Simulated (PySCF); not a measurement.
Can point charges reproduce the dipole moment of `C[Si](C)(C)c1ncccc1`?

Coordinates (PBE0-D3(BJ)/def2-SVP, Å) and charges (e) from the PBE0/pcSseg-1 density (PySCF):

```json
{"atom": "C1", "x": "-2.172", "y": "0.456", "z": "1.294", "Mulliken": "-0.6484", "IAO": "-0.7234", "Hirshfeld": "-0.2171", "ESP-fitted": "-0.7249"}
{"atom": "Si2", "x": "-1.206", "y": "-0.086", "z": "-0.229", "Mulliken": "+1.0042", "IAO": "+1.0984", "Hirshfeld": "+0.3955", "ESP-fitted": "+0.8296"}
{"atom": "C3", "x": "-1.585", "y": "1.024", "z": "-1.696", "Mulliken": "-0.6199", "IAO": "-0.7170", "Hirshfeld": "-0.2166", "ESP-fitted": "-0.6393"}
{"atom": "C4", "x": "-1.575", "y": "-1.878", "z": "-0.656", "Mulliken": "-0.6212", "IAO": "-0.7172", "Hirshfeld": "-0.2167", "ESP-fitted": "-0.6623"}
{"atom": "C5", "x": "0.658", "y": "0.045", "z": "0.113", "Mulliken": "-0.1547", "IAO": "-0.1434", "Hirshfeld": "-0.0323", "ESP-fitted": "+0.5231"}
{"atom": "C6", "x": "1.227", "y": "0.473", "z": "1.319", "Mulliken": "-0.1255", "IAO": "-0.1694", "Hirshfeld": "-0.0548", "ESP-fitted": "-0.6854"}
{"atom": "C7", "x": "2.615", "y": "0.525", "z": "1.440", "Mulliken": "-0.0175", "IAO": "-0.1224", "Hirshfeld": "-0.0335", "ESP-fitted": "+0.3074"}
{"atom": "C8", "x": "3.394", "y": "0.149", "z": "0.350", "Mulliken": "-0.1858", "IAO": "-0.1801", "Hirshfeld": "-0.0533", "ESP-fitted": "-0.5778"}
{"atom": "C9", "x": "2.744", "y": "-0.264", "z": "-0.814", "Mulliken": "+0.1430", "IAO": "-0.0091", "Hirshfeld": "+0.0151", "ESP-fitted": "+0.4891"}
{"atom": "N10", "x": "1.422", "y": "-0.316", "z": "-0.934", "Mulliken": "-0.4450", "IAO": "-0.2842", "Hirshfeld": "-0.1498", "ESP-fitted": "-0.7191"}
{"atom": "H11", "x": "-1.962", "y": "1.507", "z": "1.551", "Mulliken": "+0.1384", "IAO": "+0.1474", "Hirshfeld": "+0.0386", "ESP-fitted": "+0.1449"}
{"atom": "H12", "x": "-1.929", "y": "-0.166", "z": "2.170", "Mulliken": "+0.1383", "IAO": "+0.1470", "Hirshfeld": "+0.0386", "ESP-fitted": "+0.1469"}
{"atom": "H13", "x": "-3.256", "y": "0.369", "z": "1.116", "Mulliken": "+0.1450", "IAO": "+0.1521", "Hirshfeld": "+0.0416", "ESP-fitted": "+0.1763"}
{"atom": "H14", "x": "-0.937", "y": "0.741", "z": "-2.540", "Mulliken": "+0.1504", "IAO": "+0.1609", "Hirshfeld": "+0.0402", "ESP-fitted": "+0.1380"}
{"atom": "H15", "x": "-2.635", "y": "0.933", "z": "-2.015", "Mulliken": "+0.1338", "IAO": "+0.1459", "Hirshfeld": "+0.0388", "ESP-fitted": "+0.1479"}
{"atom": "H16", "x": "-1.388", "y": "2.080", "z": "-1.457", "Mulliken": "+0.1353", "IAO": "+0.1488", "Hirshfeld": "+0.0386", "ESP-fitted": "+0.1291"}
{"atom": "H17", "x": "-1.430", "y": "-2.535", "z": "0.216", "Mulliken": "+0.1352", "IAO": "+0.1485", "Hirshfeld": "+0.0385", "ESP-fitted": "+0.1351"}
{"atom": "H18", "x": "-0.887", "y": "-2.209", "z": "-1.449", "Mulliken": "+0.1506", "IAO": "+0.1610", "Hirshfeld": "+0.0400", "ESP-fitted": "+0.1440"}
{"atom": "H19", "x": "-2.608", "y": "-2.005", "z": "-1.014", "Mulliken": "+0.1340", "IAO": "+0.1461", "Hirshfeld": "+0.0389", "ESP-fitted": "+0.1540"}
{"atom": "H20", "x": "0.587", "y": "0.761", "z": "2.156", "Mulliken": "+0.1002", "IAO": "+0.1488", "Hirshfeld": "+0.0492", "ESP-fitted": "+0.2247"}
{"atom": "H21", "x": "3.082", "y": "0.855", "z": "2.372", "Mulliken": "+0.1011", "IAO": "+0.1545", "Hirshfeld": "+0.0560", "ESP-fitted": "+0.0799"}
{"atom": "H22", "x": "4.485", "y": "0.174", "z": "0.395", "Mulliken": "+0.1019", "IAO": "+0.1557", "Hirshfeld": "+0.0539", "ESP-fitted": "+0.2049"}
{"atom": "H23", "x": "3.327", "y": "-0.568", "z": "-1.692", "Mulliken": "+0.1064", "IAO": "+0.1510", "Hirshfeld": "+0.0500", "ESP-fitted": "+0.0336"}
```

Problem. Form Σ q r in debye for every column and set it beside the full dipole.

Solution. The full density gives (0.69, 0.55, 1.56) D, 1.79 D in size; dipole vectors point from the negative to the positive end.

```json
{"scheme": "Mulliken", "μx": "-0.97", "μy": "0.39", "μz": "1.13", "size (D)": "1.54", "share of the full size (%)": "86", "angle to the full dipole (°)": "62"}
{"scheme": "IAO", "μx": "0.32", "μy": "0.40", "μz": "1.13", "size (D)": "1.24", "share of the full size (%)": "69", "angle to the full dipole (°)": "8"}
{"scheme": "Hirshfeld", "μx": "0.43", "μy": "0.28", "μz": "0.78", "size (D)": "0.93", "share of the full size (%)": "52", "angle to the full dipole (°)": "4"}
{"scheme": "ESP-fitted", "μx": "0.68", "μy": "0.55", "μz": "1.56", "size (D)": "1.79", "share of the full size (%)": "100", "angle to the full dipole (°)": "1"}
```

Problem. Which set comes closest?

Solution. Length of the difference vector: ESP-fitted 0.02 D, IAO 0.59 D, Hirshfeld 0.87 D, Mulliken 1.73 D. Closest: ESP-fitted. ESP charges are fitted to the potential around the molecule, whose slowest-falling term is the dipole's. The schemes that divide the density aren't constrained to reproduce the dipole.

Problem. What is left for the Hirshfeld atoms' own dipoles?

Solution. The shares of the density sum to the whole, so what Σ q r misses lies in dipoles about the nuclei. The atomic dipoles sum to (0.69, 0.55, 1.56) − (0.43, 0.28, 0.78) = (0.26, 0.27, 0.78) D, 0.87 D in size.

Problem. With the origin at the mean of the coordinates, (-0.001, 0.003, 0.000) Å, which are the largest single terms, by size, of the Hirshfeld dipole along the direction of the full one?

Solution. C3 +1.84, C4 +1.83, Si2 -1.32, H21 +0.95, H22 +0.55 D; all 23 atoms together +0.93 D. The single terms depend on the origin, their sum doesn't.

Problem. Give the size of the full dipole in other units.

Solution. 1.79 D = 0.706 au = 0.374 e·Å = 5.99 × 10⁻³⁰ C·m.

Isolated species at its PBE0-D3(BJ)/def2-SVP geometry, gas phase.

The values belong to the conformer `[CH3:1][Si:2]([CH3:3])([CH3:4])[c:5]1[cH:6][cH:7][cH:8][cH:9][n:10]1`: C1–Si2–C5–C6 0°.
